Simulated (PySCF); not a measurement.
Job file and geometry (Å, from GFN2-xTB) of an NMR shielding run on SMILES NB(NC1CC1)[SiH2]N[SiH3], C3H14BN3Si2, PySCF, GIAO PBE0/pcSseg-1 NMR shielding, non-relativistic, gas phase; density fitting, a coarse starting grid and PySCF grid level 2 are the driver's defaults:

```
$ OMP_NUM_THREADS=1 python probes_run.py task.json out

{"job": {"kind": "nmr", "xc": "PBE0", "basis": "pcSseg-1"}, "charge": 0, "multiplicity": 1}
N     -0.595707    -2.279425    -1.326089
B     -0.042325    -1.160190    -0.680853
N     -0.884229    -0.167362    -0.138439
C     -2.304388    -0.079212    -0.134555
C     -3.053231     0.152312     1.150404
C     -2.974452     1.239089     0.113355
Si     1.901596    -0.965830    -0.522774
N      2.276442     0.721172    -0.235837
Si     3.777714     1.439725     0.217774
H     -1.580218    -2.466558    -1.409331
H     -0.031495    -2.996638    -1.743130
H     -0.459061     0.582463     0.386229
H     -2.765299    -0.735733    -0.861882
H     -3.996239    -0.349623     1.301897
H     -2.475424     0.277558     2.053542
H     -2.348662     2.092744     0.328465
H     -3.863814     1.484873    -0.446363
H      2.561113    -1.650172     0.609361
H      2.702680    -1.426249    -1.687608
H      1.633429     1.359872    -0.677061
H      4.765195     1.445848    -0.869568
H      3.455249     2.823186     0.587053
H      4.296373     0.685134     1.354608
```

Task: What does the program print?

Result: 
```
coarse grid: 19464 points
cycle   1  E = -890.1022818581  dE =  1.036e+00  |g| = 6.446e-01  |ddm| = 4.247e+00
cycle   2  E = -890.0438907884  dE =  5.839e-02  |g| = 8.343e-01  |ddm| = 1.264e+00
cycle   3  E = -890.1961162150  dE = -1.522e-01  |g| = 9.949e-02  |ddm| = 7.932e-01
cycle   4  E = -890.1981354940  dE = -2.019e-03  |g| = 3.533e-02  |ddm| = 1.174e-01
cycle   5  E = -890.1984025485  dE = -2.671e-04  |g| = 9.779e-03  |ddm| = 3.451e-02
cycle   6  E = -890.1984208635  dE = -1.832e-05  |g| = 2.706e-03  |ddm| = 8.238e-03
cycle   7  E = -890.1984225043  dE = -1.641e-06  |g| = 5.907e-04  |ddm| = 2.886e-03
final grid: 176872 points
cycle   8  E = -890.2406851513  dE = -5.022e-05  |g| = 1.063e-02  |ddm| = 3.579e-02
cycle   9  E = -890.2406673361  dE =  1.782e-05  |g| = 1.406e-02  |ddm| = 1.993e-02
cycle  10  E = -890.2407108078  dE = -4.347e-05  |g| = 1.229e-03  |ddm| = 1.140e-02
cycle  11  E = -890.2407111443  dE = -3.365e-07  |g| = 3.271e-04  |ddm| = 1.301e-03
cycle  12  E = -890.2407111647  dE = -2.033e-08  |g| = 1.105e-04  |ddm| = 2.997e-04
cycle  13  E = -890.2407111673  dE = -2.610e-09  |g| = 2.766e-05  |ddm| = 1.074e-04
cycle  14  E = -890.2407111674  dE = -1.623e-10  |g| = 8.836e-06  |ddm| = 3.065e-05
converged SCF energy = -890.2407111674

GIAO shielding tensors (ppm)
atom      isotropic    diamagn.    paramagn.     s11        s22        s33       span
  0 N      190.688     317.511    -126.824    122.426    222.094    227.542    105.117
  1 B       75.359     201.922    -126.563     47.756     60.814    117.508     69.752
  2 N      155.884     325.792    -169.908     94.184    180.954    192.515     98.331
  3 C      159.258     239.229     -79.971    116.503    152.735    208.535     92.032
  4 C      176.642     255.892     -79.250    143.843    173.528    212.555     68.712
  5 C      177.533     255.107     -77.574    145.572    174.152    212.876     67.304
  6 Si     402.272     882.463    -480.192    349.421    375.771    481.624    132.204
  7 N      276.455     328.478     -52.023    256.662    263.873    308.830     52.168
  8 Si     402.979     879.494    -476.515    354.860    379.296    474.780    119.920
  9 H       28.643      32.590      -3.947     21.969     27.988     35.971     14.002
 10 H       28.959      30.852      -1.893     22.869     26.800     37.208     14.339
 11 H       29.523      39.762     -10.239     20.524     31.200     36.846     16.321
 12 H       29.294      31.329      -2.035     21.838     30.167     35.875     14.037
 13 H       31.050      30.411       0.639     25.344     26.704     41.102     15.758
 14 H       31.461      32.345      -0.885     26.127     29.349     38.907     12.780
 15 H       31.474      32.403      -0.929     26.108     29.377     38.936     12.828
 16 H       30.971      30.169       0.802     25.015     26.785     41.113     16.098
 17 H       26.975      30.680      -3.706     23.844     25.914     31.166      7.322
 18 H       26.916      29.741      -2.826     22.758     25.842     32.147      9.389
 19 H       33.034      38.007      -4.973     22.873     32.198     44.032     21.159
 20 H       26.961      27.466      -0.505     23.108     24.873     32.902      9.794
 21 H       27.006      28.798      -1.792     23.007     25.602     32.409      9.403
 22 H       27.096      28.832      -1.736     23.660     25.659     31.969      8.309
```

Size and cost of the density-fitted run: 237 basis functions, 61 s wall time on 1 thread of an Arm Neoverse V1, shared host; peak memory 1.1 GiB.
